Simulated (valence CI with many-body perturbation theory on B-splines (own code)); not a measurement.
# E1 transitions of Cs40+

Level of theory: configuration interaction combined with many-body perturbation theory (CI+MBPT): five valence electrons over a frozen Dirac-Fock core [Ne], radial functions for each j: 11 s, 11 p, 10 d, 8 f, 5 g, 2 h, with the one-electron correlation potential Σ1, the two-electron term Σ2, the three-electron term Σ3, Breit, model QED; selected CI, second order for the rest, scaled by the run's own slope (own B-spline code, finite nucleus).

The last digits are not significant, and no measured levels were compared; by estimate large intervals hold to a few tenths of a per cent, small ones and those within an open d or f shell to about a per cent. Among the levels kept, up to 3200 cm⁻¹ of a level comes from second order outside the variational space, and about a tenth of that is noise between levels of different J, which matters for small intervals.

Lines 51 to 100 of 555 in falling wavelength, among levels below 41.846 Ry, chosen from the strongest by gf and those to the six lowest levels. Wavelengths and rates use the calculated energies. Electric multipoles are in the length gauge, E1 and E2 with the static RPA response of the core. Weak lines are less certain than strong ones. Lines between different terms over intervals too small for the method are left out, as are lines whose strength nearly cancels. Where a level lies close to another of its J and parity, the split of strength between their lines is uncertain. The highest levels of a list are the least certain.

Levels are named by their leading jj configuration (3d3/2^4 stands for four electrons in 3d with j = 3/2), which in mixed levels can hold well under half, so a name can repeat and another be missing. Letters in brackets count levels of one name in rising energy.

```
λ vac (Å)                               Upper                               Lower   A (s⁻¹)  S (a.u.) with core polarisation  S without
    94.93      (3s 3p1/2^2 3d5/2^2) J=5/2 [a]  (3s 3p1/2 3p3/2^2 3d3/2) J=7/2 [a]  8.43e+09                         2.13e-02   2.18e-02
    94.32            (3s 3p1/2 3p3/2^3) J=3/2                (3s^2 3p3/2^3) J=3/2  1.01e+10                         1.67e-02   1.70e-02
    94.24          (3s 3p1/2^2 3p3/2^2) J=3/2          (3s^2 3p1/2 3p3/2^2) J=3/2  5.63e+09                         9.31e-03   9.49e-03
    93.82          (3s 3p1/2^2 3d5/2^2) J=9/2  (3s 3p1/2 3p3/2^2 3d5/2) J=7/2 [a]  5.87e+09                         2.39e-02   2.44e-02
    93.37            (3s 3p1/2 3p3/2^3) J=1/2                (3s^2 3p3/2^3) J=3/2  8.06e+09                         6.48e-03   6.60e-03
    93.14  (3s 3p1/2 3p3/2^2 3d5/2) J=9/2 [c]          (3s^2 3p3/2^2 3d5/2) J=9/2  1.06e+10                         4.23e-02   4.31e-02
    91.63      (3s 3p1/2^2 3d5/2^2) J=5/2 [b]  (3s 3p1/2 3p3/2^2 3d3/2) J=7/2 [a]  1.33e+10                         3.03e-02   3.09e-02
    91.53  (3s 3p1/2 3p3/2^2 3d3/2) J=5/2 [f]          (3s^2 3p3/2^2 3d5/2) J=7/2  1.11e+10                         2.53e-02   2.58e-02
    90.88  (3s 3p1/2^2 3p3/2 3d5/2) J=7/2 [b]  (3s^2 3p1/2 3p3/2 3d5/2) J=7/2 [a]  5.94e+09                         1.76e-02   1.79e-02
    90.25  (3s^2 3p1/2 3p3/2 3d3/2) J=3/2 [a]          (3s^2 3p1/2 3p3/2^2) J=1/2  2.45e+08                         3.56e-04   3.62e-04
    89.90          (3s 3p1/2^2 3d5/2^2) J=7/2  (3s 3p1/2 3p3/2^2 3d5/2) J=7/2 [a]  9.11e+09                         2.62e-02   2.67e-02
    89.87  (3s^2 3p1/2 3p3/2 3d3/2) J=1/2 [a]          (3s^2 3p1/2 3p3/2^2) J=1/2  1.64e+08                         1.17e-04   1.19e-04
    88.86  (3s 3p1/2 3p3/2^2 3d5/2) J=7/2 [e]          (3s^2 3p3/2^2 3d5/2) J=9/2  6.23e+09                         1.73e-02   1.76e-02
    84.51  (3s^2 3p1/2 3p3/2 3d3/2) J=5/2 [a]          (3s^2 3p1/2 3p3/2^2) J=5/2  1.06e+09                         1.90e-03   1.93e-03
    83.95  (3s^2 3p1/2 3p3/2 3d3/2) J=3/2 [a]          (3s^2 3p1/2 3p3/2^2) J=5/2  2.28e+09                         2.67e-03   2.71e-03
    79.95  (3s^2 3p1/2 3p3/2 3d3/2) J=5/2 [a]          (3s^2 3p1/2 3p3/2^2) J=3/2  7.88e+07                         1.19e-04   1.21e-04
    79.72          (3s^2 3p1/2^2 3d3/2) J=3/2          (3s^2 3p1/2^2 3p3/2) J=3/2  2.17e+09                         2.17e-03   2.21e-03
    79.60  (3s^2 3p1/2 3p3/2 3d5/2) J=3/2 [a]          (3s^2 3p1/2 3p3/2^2) J=1/2  1.34e+08                         1.34e-04   1.36e-04
    79.45  (3s^2 3p1/2 3p3/2 3d3/2) J=3/2 [a]          (3s^2 3p1/2 3p3/2^2) J=3/2  1.37e+08                         1.35e-04   1.37e-04
    79.15  (3s^2 3p1/2 3p3/2 3d3/2) J=1/2 [a]          (3s^2 3p1/2 3p3/2^2) J=3/2  5.23e+08                         2.56e-04   2.60e-04
    75.69  (3s 3p1/2^2 3d3/2 3d5/2) J=7/2 [b]  (3s 3p1/2^2 3p3/2 3d5/2) J=7/2 [a]  1.38e+10                         2.36e-02   2.40e-02
    75.16          (3s 3p1/2^2 3d5/2^2) J=7/2  (3s 3p1/2^2 3p3/2 3d5/2) J=5/2 [b]  1.75e+10                         2.94e-02   2.99e-02
    74.70          (3s^2 3p3/2 3d5/2^2) J=7/2      (3s^2 3p3/2^2 3d5/2) J=5/2 [a]  1.80e+10                         2.97e-02   3.02e-02
    74.60          (3s^2 3p3/2^2 3d3/2) J=5/2                (3s^2 3p3/2^3) J=3/2  3.16e+09                         3.88e-03   3.96e-03
    74.42          (3s^2 3p3/2^2 3d3/2) J=1/2                (3s^2 3p3/2^3) J=3/2  1.19e+09                         4.84e-04   4.94e-04
    74.33  (3s^2 3p1/2 3p3/2 3d5/2) J=7/2 [a]          (3s^2 3p1/2 3p3/2^2) J=5/2  2.58e+08                         4.18e-04   4.25e-04
    73.28  (3s^2 3p1/2 3p3/2 3d3/2) J=1/2 [b]          (3s^2 3p1/2 3p3/2^2) J=1/2  7.16e+08                         2.78e-04   2.86e-04
    73.21     (3s^2 3p3/2 3d3/2 3d5/2) J=11/2          (3s^2 3p3/2^2 3d5/2) J=9/2  9.78e+09                         2.27e-02   2.31e-02
    72.36  (3s^2 3p1/2 3p3/2 3d5/2) J=5/2 [a]          (3s^2 3p1/2 3p3/2^2) J=5/2  1.16e+09                         1.30e-03   1.32e-03
    71.24  (3s 3p1/2^2 3d3/2 3d5/2) J=7/2 [b]  (3s 3p1/2^2 3p3/2 3d3/2) J=5/2 [b]  1.54e+10                         2.20e-02   2.24e-02
    71.08  (3s^2 3p1/2 3p3/2 3d5/2) J=3/2 [a]          (3s^2 3p1/2 3p3/2^2) J=3/2  1.22e+09                         8.63e-04   8.71e-04
    70.93          (3s 3p1/2^2 3d5/2^2) J=3/2      (3s 3p1/2^2 3p3/2 3d5/2) J=1/2  2.19e+10                         1.54e-02   1.57e-02
    70.76  (3s^2 3p1/2 3p3/2 3d3/2) J=5/2 [b]          (3s^2 3p1/2 3p3/2^2) J=5/2  4.23e+09                         4.44e-03   4.52e-03
    70.61  (3s 3p1/2 3p3/2^2 3d3/2) J=5/2 [d]  (3s^2 3p1/2 3p3/2 3d5/2) J=3/2 [b]  1.58e+10                         1.64e-02   1.67e-02
    70.30          (3s^2 3p1/2^2 3d5/2) J=5/2          (3s^2 3p1/2^2 3p3/2) J=3/2  6.21e+09                         6.39e-03   6.48e-03
    69.81          (3s 3p1/2^2 3d5/2^2) J=9/2  (3s 3p1/2^2 3p3/2 3d5/2) J=7/2 [a]  4.92e+10                         8.27e-02   8.41e-02
    69.76      (3s 3p1/2^2 3d3/2 3d5/2) J=9/2      (3s 3p1/2^2 3p3/2 3d5/2) J=9/2  1.66e+10                         2.78e-02   2.83e-02
    69.07  (3s^2 3p1/2 3p3/2 3d3/2) J=3/2 [b]          (3s^2 3p1/2 3p3/2^2) J=5/2  1.07e+09                         6.93e-04   7.12e-04
    69.04      (3s^2 3p1/2 3d3/2 3d5/2) J=9/2      (3s^2 3p1/2 3p3/2 3d3/2) J=7/2  7.93e+09                         1.29e-02   1.31e-02
    68.99  (3s^2 3p1/2 3p3/2 3d5/2) J=5/2 [a]          (3s^2 3p1/2 3p3/2^2) J=3/2  7.10e+09                         6.90e-03   7.02e-03
    68.83  (3s 3p1/2 3p3/2^2 3d5/2) J=7/2 [b]  (3s^2 3p1/2 3p3/2 3d5/2) J=5/2 [b]  3.75e+10                         4.82e-02   4.91e-02
    68.40      (3s^2 3p3/2^2 3d3/2) J=3/2 [b]                (3s^2 3p3/2^3) J=3/2  8.01e+09                         5.06e-03   5.16e-03
    68.19  (3s 3p1/2 3p3/2^2 3d5/2) J=9/2 [a]  (3s^2 3p1/2 3p3/2 3d5/2) J=7/2 [a]  4.01e+10                         6.27e-02   6.39e-02
    67.86        (3s 3p3/2^3 3d3/2) J=7/2 [b]      (3s^2 3p3/2^2 3d5/2) J=5/2 [b]  2.26e+10                         2.79e-02   2.84e-02
    67.82  (3s^2 3p1/2 3p3/2 3d5/2) J=3/2 [b]          (3s^2 3p1/2 3p3/2^2) J=1/2  1.18e+10                         7.24e-03   7.36e-03
    67.66  (3s 3p1/2 3p3/2^2 3d3/2) J=7/2 [d]  (3s^2 3p1/2 3p3/2 3d5/2) J=5/2 [b]  1.89e+10                         2.31e-02   2.35e-02
    67.54  (3s^2 3p1/2 3p3/2 3d3/2) J=5/2 [b]          (3s^2 3p1/2 3p3/2^2) J=3/2  8.51e+09                         7.76e-03   7.91e-03
    67.47  (3s 3p1/2^2 3p3/2 3d3/2) J=5/2 [a]          (3s^2 3p1/2^2 3d3/2) J=3/2  3.49e+08                         3.18e-04   3.24e-04
    67.47  (3s 3p1/2^2 3d3/2 3d5/2) J=5/2 [b]  (3s 3p1/2^2 3p3/2 3d3/2) J=3/2 [b]  1.75e+10                         1.59e-02   1.62e-02
    67.11  (3s 3p1/2^2 3p3/2 3d5/2) J=7/2 [a]          (3s 3p1/2^2 3p3/2^2) J=5/2  4.51e+10                         5.38e-02   5.47e-02
```
